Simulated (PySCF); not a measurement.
SMILES [CH2]NC (C2H6N), doublet (CAM-B3LYP/def2-SVP optimised geometry):

```
9

C     -1.208    -0.829    -1.466
N      0.143    -0.857    -1.179
C      0.640    -0.194     0.000
H     -1.740     0.094    -1.222
H     -1.539    -1.409    -2.329
H      0.608    -1.732    -1.395
H      0.291    -0.651     0.946
H      0.309     0.857     0.000
H      1.740    -0.194     0.000
```

Method: PySCF with unrestricted CAM-B3LYP/def2-TZVP.

### Question
What are the frontier orbital energies (α orbitals alone; a β orbital can be the lowest empty one) and the dipole moment?

### Answer
HOMO-2 -12.07 eV, HOMO-1 -10.38 eV, HOMO -5.57 eV, LUMO 1.99 eV, LUMO+1 2.82 eV; dipole moment 1.27 D.

On the same geometry unrestricted PBE/def2-TZVP run with PySCF gives HOMO-2 -9.07 eV, HOMO-1 -7.31 eV, HOMO -2.87 eV, LUMO 0.37 eV, LUMO+1 1.21 eV; dipole moment 1.37 D.

Meta-Löwdin charges at CAM-B3LYP/def2-TZVP: C1 -0.31, N2 -0.25, C3 -0.22, H4 0.11, H5 0.11, H6 0.23, H7 0.10, H8 0.12, H9 0.11.
